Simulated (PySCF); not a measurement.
# Correlation energy of Zr (zirconium, neutral)

[Kr] 4d3 5s1, high-spin 5F determinant (an excited configuration). Computed with PySCF 2.14 in aug-cc-pwCVDZ-PP with ECP28MDF (6s6p5d3f, 70 functions), with a scalar-relativistic core potential. Frozen: 4s2 4p6; 4 electrons correlated.

MP2 pair energies summed by pair of shells (mhartree):

| pair | energy | share (%) |
| --- | --- | --- |
| 4d-4d | -15.51 | 57.5 |
| 4d-5s | -11.45 | 42.5 |

Total MP2 correlation energy: -26.95 mhartree.

Same-spin part -26.95 and opposite-spin part 0.00 mhartree; SCS-MP2 scales them by 1/3 and 6/5 to -8.98 mhartree.
